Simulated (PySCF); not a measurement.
Excitations are Tamm–Dancoff values on a coarser integration grid. The basis has no diffuse functions, so Rydberg states are missing or too high.

Cartesian coordinates (Å):
```xyz
8

N      1.5530    -0.1587     0.0355
Al    -0.0458     0.5788    -0.1701
N     -1.5107    -0.3756     0.1217
H      1.7399    -1.1088     0.3142
H      2.4193     0.3333    -0.1159
H     -0.1648     2.0835    -0.6129
H     -1.5461    -1.3415     0.4065
H     -2.4447    -0.0110     0.0211
```
Charge 0, spin multiplicity 1.

Q: Predict the HOMO–LUMO gap, dipole moment and brightest of the four lowest singlets (TDA) from PySCF 2.14.0 with TPSSh-D3(BJ)/def2-TZVP // B3LYP-D3(BJ)/def2-TZVP.

A: 
```yaml
HOMO–LUMO gap: 6.33 eV
dipole_moment: 1.25 D
brightest of the four lowest singlets (TDA): 6.57 eV
```
